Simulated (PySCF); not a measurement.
**Ionisation energy of Pt⁵⁰⁺ by level of theory**

Pt⁵⁰⁺ [Ar] 3d10 (1S) → Pt⁵¹⁺ [Ar] 3d9 (2D), as a difference of total energies. Computed with PySCF 2.14 in an even-tempered Gaussian basis (17 s from 12 bohr⁻², ratio 2.5; 13 p from 15 bohr⁻², ratio 2.5; 7 d from 15 bohr⁻², ratio 2.5; 4 f from 65 bohr⁻², ratio 2.7; 3 g from 97 bohr⁻², ratio 2.7), with scalar relativity by spin-free X2C-1e. Correlated levels: outer shells: [Ne] frozen; virtual orbitals above 40 to 60 times the deepest correlated orbital energy dropped. The calculations carry no spin-orbit coupling.

```csv
method,ionisation energy (eV)
UHF,4746.3
LDA,4743.0
PBE,4742.3
PBE0,4743.9
r2SCAN,4744.5
r2SCANh,4744.9
BHandHLYP,4745.0
MP2 (outer shells),4747.9
SCS-MP2 (outer shells),4747.6
```

A first-order spin-orbit estimate (lowest level to lowest level, LS coupling) adds -34.296 eV.

Breit and QED terms and the two-electron picture change are absent.

For comparison: 4715 ± 4 eV (measured; NIST Atomic Spectra Database, ionization energies).
